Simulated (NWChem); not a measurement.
System: SiH₄S₃; SMILES S[SiH](S)S

```xyz
8

Si     0.0000     0.0000    -0.5304
S     -2.0098    -0.1056     0.2334
S      0.9135     1.7933     0.2334
S      1.0963    -1.6877     0.2334
H      0.0000     0.0000    -2.0344
H     -2.4702     0.8896    -0.5805
H      2.0055     1.6945    -0.5805
H      0.4647    -2.5841    -0.5805
```
Atoms are numbered in this order, from 1.

Program: NWChem. Coordinates come from a PBE-D3(BJ)/def2-SVP optimisation. B3LYP is NWChem's, with the RPA form of VWN correlation.

Problem. Order these by “orbital gap (eV)”, lowest first: B3LYP/def2-TZVP; B3LYP/def2-SVPD; B3LYP/def2-SVP.

Solution. B3LYP/def2-SVPD (6.72), B3LYP/def2-TZVP (6.88), B3LYP/def2-SVP (7.24)
